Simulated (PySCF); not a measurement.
**Working with the constants of BrF**

PBE0 constants of BrF, ¹Σ⁺ (singlet), closed shell (PySCF, scalar-relativistic core potentials, basis sets Br cc-pVTZ-PP with ECP10, F cc-pVTZ; masses 78.9183 and 18.9984 u):

| Item | Value |
| --- | --- |
| ωe | 703.2 cm⁻¹ |
| ωexe | 3.04 cm⁻¹ |
| Be | 0.35748 cm⁻¹ |
| αe | 0.00226 cm⁻¹ |
| D (centrifugal) | 3.7e-07 cm⁻¹ |
| De to Br + F | 2.62 eV |

(1) Give the vibrational terms G(v) and spacings up to v = 6.

(2) How well does the Morse estimate ωe²/(4ωexe) reproduce De, and what is D0?

Results:

(1) G(v) = ωe(v+½) − ωexe(v+½)².

```csv
v,G(v) (cm⁻¹),G(v) − G(v−1),Bv (cm⁻¹)
0,350.8,,0.3564
1,1048.0,697.1,0.3541
2,1739.0,691.0,0.3518
3,2424.0,685.0,0.3496
4,3102.8,678.9,0.3473
5,3775.6,672.8,0.3451
6,4442.4,666.7,0.3428
```

(2) It gives 5.04 eV, 192 % of the computed De. D0 = De − G(0) = 2.62 − 0.04 = 2.58 eV.
